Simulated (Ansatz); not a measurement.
Mulliken charges of Br2HInS2, SMILES `S[S][In]([Br])[Br]` from r2SCAN/def2-TZVPP in Ansatz (PBE0-D4/def2-TZVP geometry).

```
atom   x (Å)   y (Å)   z (Å)  charge (e)
  S1   0.923   1.888   0.958      -0.076
  S2   0.199   0.078   1.616      -0.223
 In3  -0.156  -1.093  -0.435       0.807
 Br4  -0.829  -3.451  -0.410      -0.314
 Br5   0.114   0.039  -2.588      -0.309
  H6  -0.251   2.538   0.860       0.116
```

Q: By hand: the dipole of these point charges (1 e Å = 4.8032 D).

A: Σ q r = (-0.044, 0.323, 0.244) e Å, of length 0.407 e Å = 1.95 D.

Q: How does the dipole of the full density compare? (Estimate.)

A: Computed: (-0.073, 0.306, 0.170) e Å, 1.72 D; the point charges give 1.13 times that, at 10° from its direction.

Point charges leave out the atoms' own dipoles, such as those of lone pairs, and Mulliken's split depends on the basis, so the close match here is no proof of good charges.
